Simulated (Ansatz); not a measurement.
Isolated molecules relaxed with PBE0-D4/def2-TZVP in Ansatz; ΔE leaves out vibrations. CCSD(T)/CBS is the MP2 limit (def2-TZVPP, def2-QZVPP) plus CCSD(T) − MP2 in def2-TZVPP, frozen cores. Functionals use def2-TZVPP. B3LYP here is the variant with VWN-RPA as its local correlation; programs differ in this. For Se outer-core shells are correlated without core-valence functions, which leaves a few kJ/mol of doubt a bond. Scalar relativity is left out up to krypton. Each species was taken in one conformer, which may not be the lowest.

Reaction (isomerisation): `CC1=C[Se]1` → `C#CC[SeH]`

Task: Is it downhill or uphill in electronic energy at CCSD(T)/CBS, and by how much? (Best estimate.)

Result: Ansatz gave: Downhill: ΔE = -0.17 eV.

Task: What do these levels give: B97M-V, BHLYP-D4, B3LYP, r2SCAN0, CCSD(T)/def2-TZVPP, SCS-MP2/def2-QZVPP? (An estimate is asked.)

Result: The calculation gave: B97M-V -0.08, BHLYP-D4 -0.22, B3LYP -0.17, r2SCAN0 -0.07, CCSD(T)/def2-TZVPP -0.21, SCS-MP2/def2-QZVPP -0.20 eV.

Largest T1 diagnostic among the species: 0.010.

At CCSD(T), def2-SVP lies −0.07 eV from the extrapolated value and def2-TZVPP −0.04 eV. In def2-TZVPP, CCSD(T) changes the Hartree–Fock value by +0.22 eV (the triples alone add +0.06 eV) and MP2 by +0.29 eV.
